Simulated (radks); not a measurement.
Values are calculated unless marked as measured or tabulated.
Task: Species: Ca+. Configuration: [Ar] 4s1 (the NIST ground configuration). Level of theory: non-relativistic Kohn-Sham, PBE, spin-polarised, spherical densities, point nucleus; open shells are filled with parallel spins first (a radial shooting solver on a logarithmic mesh with Libxc functionals). Some entries of the table are withheld. Estimate them.

orbital,occ.,eigenvalue (Ry),<1/r> (bohr^-1)
1s up,1,-289.2118,19.54
1s down,1,-289.2096,19.54
2s up,1,(1),4.007
2s down,1,(2),4.007
2p up,3,-25.09278,3.935
2p down,3,-25.09060,3.935
3s up,1,-3.93770,1.201
3s down,1,-3.92906,1.202
3p up,3,(3),1.076
3p down,3,(4),1.079
4s up,1,-0.68379,0.3607

Result: 
(1) 2s up eigenvalue (Ry): -30.69410
(2) 2s down eigenvalue (Ry): -30.69181
(3) 3p up eigenvalue (Ry): -2.56785
(4) 3p down eigenvalue (Ry): -2.55674
